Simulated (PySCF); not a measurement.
H9NSi4, SMILES [SiH2]1[SiH2]N[SiH2][SiH2]1. Atoms are numbered in the order given.

```xyz
14

N      1.6386    -0.3799     0.0572
Si     1.2808     1.3348     0.1653
Si    -1.0755     1.4567     0.0544
Si    -1.6005    -0.8372    -0.1380
Si     0.5722    -1.7635    -0.1103
H      2.6320    -0.6104     0.0944
H      1.9270     2.0979    -0.9484
H      1.8059     1.9199     1.4390
H     -1.5314     2.2402    -1.1319
H     -1.6553     2.0665     1.2878
H     -2.3169    -1.1478    -1.4106
H     -2.4217    -1.3245     1.0098
H      0.8627    -2.5282    -1.3638
H      0.7500    -2.7255     1.0224
```

Coordinates come from a B3LYP-D3(BJ)/def2-SVP optimisation. A frequency run showed that this geometry is not a minimum. This is a generated structure with no PubChem entry under its InChIKey; it may be hypothetical.

Computed with PySCF with PBE/def2-TZVP.

Isolated molecule, no solvent.

```json
{
  "total_energy": "-1217.56144 hartree",
  "highest_occupied_level": "-6.14 eV",
  "lowest_empty_level": "-1.52 eV",
  "orbital_gap": "4.61 eV",
  "dipole_moment": "0.73 D",
  "quadrupole, principal values (traceless, Buckingham form, about the centre of nuclear charge)": "-2.89, -2.29, 5.17 D·Å",
  "mean_static_polarisability": "123.6 bohr³ (18.31 Å³)",
  "polarisability_principal_values": "97.7, 133.0, 140.1 bohr³"
}
```
